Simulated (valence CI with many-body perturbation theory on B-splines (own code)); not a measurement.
## Forbidden lines of Tc²⁺

Method: configuration interaction combined with many-body perturbation theory (CI+MBPT): five valence electrons over a frozen Dirac-Fock core [Kr], a basis of 7 s, 7 p, 8 d, 6 f, 4 g, 1 h functions for each j, with the one-electron correlation potential Σ1 (screened to all orders), the two-electron term Σ2, the three-electron term Σ3, Breit, model QED; selected single and double excitations, second order for the rest, scaled by the run's own slope (own B-spline code, finite nucleus).

No measured levels were compared; by estimate terms of the open shell hold to 2 to 4 % of their energy, and close levels can change places; different configurations can be misplaced against each other by 1,000 to 8,000 cm⁻¹. Core correlation moves these levels by up to 14000 cm⁻¹, and in measured spectra 5 to 20 % of such shifts remained as error; rates that hang on mixing are uncertain with them. Among the levels kept, up to 2200 cm⁻¹ of a level comes from second order outside the variational space, and about a tenth of that is noise between levels of different J, which matters for small intervals. Only levels of the ground parity were solved; by the run's estimate the other parity begins above the list, which can be wrong where configurations are misplaced.

Lines 1 to 50 of 118 in falling wavelength, among levels below 63497 cm⁻¹, chosen from the decays that carry over 1 % of a level's rate. Wavelengths and rates use the calculated energies, so an error of 2000 cm⁻¹ moves a line at 62070 Å by 120 % and its rate by three times that or more. Electric multipoles are in the length gauge, E1 and E2 with the static RPA response of the core. Weak lines are less certain than strong ones. Lines between different terms over intervals too small for the method are left out, as are lines whose strength nearly cancels. Where a level lies close to another of its J and parity, the split of strength between their lines is uncertain. Intervals below about 2000 cm⁻¹, as at the head of this list, are uncertain by tens of per cent. Branching is blank where the lifetime is uncertain.

Names give the largest LS component (configuration and term), which can be under half, so a name can repeat, a term be missing and a line seem to break the LS rules; names also repeat where a configuration has a term twice. Letters in brackets count levels of one name in rising energy.

| λ vac (Å) | Upper | Lower | Type | A (s⁻¹) | Branch % |
| --- | --- | --- | --- | --- | --- |
| 1.014e+06 | 4d5 4G_11/2 | 4d5 4G_7/2 | E2 | 1.76e-15 |  |
| 8.752e+05 | 4d5 4G_9/2 | 4d5 4G_7/2 | M1 | 6.81e-05 | 99.7 |
| 5.984e+05 | 4d5 4G_7/2 | 4d5 4G_5/2 | M1 | 1.99e-04 | 91.5 |
| 2.783e+05 | 4d5 2I_13/2 | 4d5 2I_11/2 | M1 | 5.53e-04 | 17.7 |
| 2.234e+05 | 4d5 4P_1/2 | 4d5 4P_3/2 | M1 | 4.66e-03 | 79.2 |
| 1.465e+05 | 4d5 4F_3/2 | 4d5 4F_5/2 | M1 | 1.30e-02 | 1.2 |
| 1.159e+05 | 4d5 4D_5/2 | 4d5 4D_7/2 | M1 | 1.31e-02 | 1.2 |
| 64430 | 4d5 2F_5/2 [a] | 4d5 2F_7/2 [a] | M1 | 3.13e-02 | 1.4 |
| 62070 | 4d5 4D_1/2 | 4d5 4P_1/2 | M1 | 9.84e-02 | 70.2 |
| 52570 | 4d5 4D_7/2 | 4d5 4P_5/2 | M1 | 5.49e-02 | 63.4 |
| 49260 | 4d5 2H_9/2 | 4d5 4F_9/2 | M1 | 5.54e-02 | 5.5 |
| 48790 | 4d5 2G_9/2 [a] | 4d5 2H_9/2 | M1 | 8.04e-02 | 12.4 |
| 48580 | 4d5 4D_1/2 | 4d5 4P_3/2 | M1 | 4.14e-02 | 29.6 |
| 47120 | 4d5 4F_3/2 | 4d5 2D_3/2 [a] | M1 | 3.47e-02 | 3.2 |
| 46590 | 4d5 2G_7/2 [a] | 4d5 2F_7/2 [a] | M1 | 2.64e-03 | 1.0 |
| 40830 | 4d5 4D_3/2 | 4d5 4P_3/2 | M1 | 9.44e-02 | 12.2 |
| 40280 | 4d5 4D_5/2 | 4d5 4P_3/2 | M1 | 1.61e-02 | 1.5 |
| 38870 | 4d5 2G_7/2 [a] | 4d5 4F_5/2 | M1 | 3.13e-02 | 12.3 |
| 38000 | 4d5 2F_7/2 [a] | 4d5 2D_5/2 [a] | M1 | 1.21e-01 |  |
| 36610 | 4d5 4D_3/2 | 4d5 4P_5/2 | M1 | 3.24e-02 | 4.2 |
| 36170 | 4d5 4D_5/2 | 4d5 4P_5/2 | M1 | 5.29e-02 | 4.9 |
| 33630 | 4d5 2G_7/2 [a] | 4d5 4F_9/2 | M1 | 1.33e-02 | 5.2 |
| 33570 | 4d5 2G_7/2 [a] | 4d5 4F_7/2 | M1 | 8.20e-02 | 32.2 |
| 29250 | 4d5 2F_5/2 [a] | 4d5 2D_3/2 [a] | M1 | 6.74e-02 | 3.0 |
| 24910 | 4d5 4D_7/2 | 4d5 4G_9/2 | M1 | 8.49e-03 | 9.8 |
| 24510 | 4d5 2G_9/2 [a] | 4d5 4F_9/2 | M1 | 3.99e-02 | 6.1 |
| 24220 | 4d5 4D_7/2 | 4d5 4G_7/2 | M1 | 1.15e-02 | 13.3 |
| 23900 | 4d5 2F_5/2 [a] | 4d5 2D_5/2 [a] | M1 | 5.09e-01 | 22.7 |
| 20930 | 4d5 2G_7/2 [a] | 4d5 2D_5/2 [a] | M1 | 9.60e-03 | 3.8 |
| 16730 | 4d5 2D_5/2 [a] | 4d5 4D_5/2 | M1 | 5.65e-02 | 2.5 |
| 16230 | 4d5 2H_9/2 | 4d5 2I_11/2 | M1 | 8.97e-02 | 8.9 |
| 14620 | 4d5 2D_5/2 [a] | 4d5 4D_7/2 | M1 | 2.70e-02 | 1.2 |
| 14150 | 4d5 2H_11/2 | 4d5 2I_13/2 | M1 | 2.34e-01 |  |
| 13470 | 4d5 2H_11/2 | 4d5 2I_11/2 | M1 | 5.01e-01 |  |
| 12860 | 4d5 4F_7/2 | 4d5 4D_5/2 | M1 | 4.24e-02 |  |
| 12220 | 4d5 4F_5/2 | 4d5 4D_5/2 | M1 | 1.72e-01 | 24.4 |
| 12180 | 4d5 2G_9/2 [a] | 4d5 2I_11/2 | M1 | 1.49e-01 | 22.9 |
| 12170 | 4d5 4F_5/2 | 4d5 4D_3/2 | M1 | 1.39e-02 | 2.0 |
| 11820 | 4d5 2D_5/2 [a] | 4d5 4P_3/2 | M1 | 1.49e-01 | 6.5 |
| 11720 | 4d5 2I_11/2 | 4d5 4G_9/2 | M1 | 1.68e-02 |  |
| 11700 | 4d5 2I_11/2 | 4d5 4G_11/2 | M1 | 5.46e-02 |  |
| 11610 | 4d5 2F_7/2 [a] | 4d5 4D_5/2 | M1 | 2.71e-02 |  |
| 11570 | 4d5 4F_7/2 | 4d5 4D_7/2 | M1 | 9.17e-03 |  |
| 11570 | 4d5 4F_9/2 | 4d5 4D_7/2 | M1 | 2.06e-01 | 30.0 |
| 11570 | 4d5 4F_9/2 | 4d5 4D_7/2 | E2 | 8.38e-03 | 1.2 |
| 11440 | 4d5 2D_5/2 [a] | 4d5 4P_5/2 | M1 | 1.02e+00 | 44.4 |
| 11390 | 4d5 2D_3/2 [a] | 4d5 4P_1/2 | M1 | 1.23e-01 | 13.1 |
| 11280 | 4d5 4F_3/2 | 4d5 4D_5/2 | M1 | 9.75e-02 | 8.9 |
| 11240 | 4d5 4F_3/2 | 4d5 4D_3/2 | M1 | 3.85e-01 | 35.2 |
| 11230 | 4d5 2I_13/2 | 4d5 4G_11/2 | M1 | 2.54e-03 | 81.2 |
